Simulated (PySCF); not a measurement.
**[Eu(PH3)]3+ at several levels of theory**

Computed with PySCF 2.14.0 (density fitting, no spin-orbit coupling) at the geometry relaxed with PBE0:

```xyz
5
[Eu(PH3)]3+ (singlet in the valence; each metal's 4f electrons, 6 of them, lie in its core potential, out of spins and levels)
Eu    0.0000    0.0000   -0.4264
P     0.0000    0.0000    2.5154
H     1.3275    0.0000    3.0401
H    -0.6637    1.1496    3.0401
H    -0.6637   -1.1496    3.0401
```

| level | basis | state | HOMO (eV) | gap (eV) | charge on Eu1 (e) | population of f-type functions on Eu1 (polarisation alone where 4f lies in the core) | dipole about the centre of mass (D) | largest force component (eV/Å) |
| --- | --- | --- | --- | --- | --- | --- | --- | --- |
| PBE0 | Eu lcecp-1-SVP with ECP52, P def2-SVP, H def2-SVP | singlet | -24.07 | 4.57 | 2.31 | 0.01 | 2.55 | 0.03 |
| TPSSh | the same | singlet | -23.54 | 3.61 | 2.32 | 0.01 | 2.53 | 0.18 |
| PBE0 | Eu lcecp-1-TZVP with ECP52, P def2-TZVP, H def2-TZVP | singlet | -23.96 | 4.52 | 2.36 | 0.01 | 2.69 | 0.17 |

In the lcecp rows the 4f levels are missing from HOMO and gap, and the state counts the valence alone.

Charges are Mulliken's, which hang on the basis. The relaxation used the grid (50, 194), these runs (75, 302) or, all-electron (x2c bases, spin-free X2C Hamiltonian), (99, 590).

(1) What does revPBE with Eu lcecp-1-SVP with ECP52, P def2-SVP, H def2-SVP give here?

An lcecp potential fixes the number of 4f electrons, so in runs with it no electron can move into or out of that shell.

## Answers

(1) state singlet, HOMO (eV) -23.07, gap (eV) 2.60, charge on Eu1 (e) 2.27, population of f-type functions on Eu1 (polarisation alone where 4f lies in the core) 0.01, dipole about the centre of mass (D) 3.04, largest force component (eV/Å) 0.25. Time: 2.3 s on 2 threads of Intel(R) Xeon(R) Platinum 8488C (Sapphire Rapids), on a shared host, from an already converged density.
